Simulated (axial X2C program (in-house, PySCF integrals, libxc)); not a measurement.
**Worked dissociation energy of OsN: TPSS, without spin–orbit coupling**

All values were computed with an axial X2C code built on PySCF integrals. Spin-free means the one-electron spin-free X2C Hamiltonian. Basis: Os dyall-cv3z [13s14p9d6f4g], N dyall-av3z [7s7p3d2f] (cores contracted in-house); Gaussian nuclei, density fitting, unrestricted open shells. Masses: Os 191.961 u, N 14.003 u.

Molecular state: M_S = 1/2, Λ = 2 (beyond evenly filled blocks: δ+α, δ+β, δ-α).

```
E(Os) (2M_S = 4, M_L = 0) : -17255.095350 hartree
E(N) (2M_S = 3, M_L = 0)  : -54.645430 hartree
E(OsN) at Re              : -17309.969211 hartree
ωe                        : 1204.0 cm⁻¹
```

(1) Work out De and D0.

The state is a single determinant with fixed occupations, the lowest that a limited PBE0 search found. Dissociation energies refer to the lowest single-determinant-based atoms at the same level and basis. Other states lie close and PBE0, whose exact exchange favours high spin, may order them wrongly; the determinant shown need not be the ground state. The nearest other spin-free determinant of the search, M_S = 1/2, Λ = 0, lies 0.29 eV up at the distance of the search. The functionals have no current-density term, which raises determinants with orbital currents, atoms included.

Each atomic determinant is the lowest at this level and need not be a pure term. Totals compare only within one Hamiltonian and basis.

## Answers

(1) De = -17255.095350 + (-54.645430) − (-17309.969211) = 0.22843 hartree = 6.216 eV. The zero-point energy is ωe/2 = 602 cm⁻¹ = 0.075 eV, so D0 = 6.141 eV.
